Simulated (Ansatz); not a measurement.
Stepwise reaction of `F[SiH2][SiH2]F` with ammonia, as a gas-phase model of exchange steps in deposition or etching. ΔE in kJ/mol.

Computed with Ansatz on PBE0-D4/def2-TZVP structures; ΔE is electronic, products minus reactants. CCSD(T)/CBS adds triple-zeta CCSD(T) − MP2 to the extrapolated MP2 energy (def2 sets, frozen cores). This one scheme is used for every species. Functionals use def2-TZVPP. B3LYP here is the variant with VWN-RPA as its local correlation; programs differ in this. One conformer a species, not always the lowest.

```tsv
step	reaction	PBE-D4	B3LYP-D4	ωB97M-V	CCSD(T)/CBS
1	`F[SiH2][SiH2]F` + NH₃ → `N[SiH2][SiH2]F` + H–F	74.4	81.3	79.7	77.7
2	`N[SiH2][SiH2]F` + NH₃ → `N[SiH2][SiH2]N` + H–F	77.2	84.5	82.4	80.1
```

(1) By hand: ΔE of the 2 steps together at CCSD(T)/CBS.

Answers

(1) (77.7) + (80.1) = 157.8 kJ/mol, or 78.9 kJ/mol a step.

In ΔE the steps differ by no more than 2.4 kJ/mol. All are uphill at CCSD(T)/CBS. PBE-D4 differs from CCSD(T)/CBS by -3.3 to -2.9 kJ/mol a step. Isolated molecules leave out the surface, adducts and barriers. Largest T1 diagnostic: 0.012.
